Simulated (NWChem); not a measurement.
## Correlation energy of Mg

```xyz
1

Mg     0.0000     0.0000     0.0000
```
Charge 0, spin multiplicity 1.

Program: NWChem.

Basis set: def2-SVP. Each correlation energy counts from its own Hartree-Fock reference.

The correlated methods keep 5 core orbitals frozen. Coupled-cluster values serve here as a point of comparison, not as the truth.

```tsv
method	correlation energy (mHa)
MP2	…
SCS-MP2	…
CCSD	-31.9
CR-CCSD[T]	-31.9
CR-CCSD(T)	-31.9
CCSDT	-31.9
```

Task: Fill in the missing entries.

Result: 
- MP2, correlation energy (mHa): -20.1
- SCS-MP2, correlation energy (mHa): -24.1
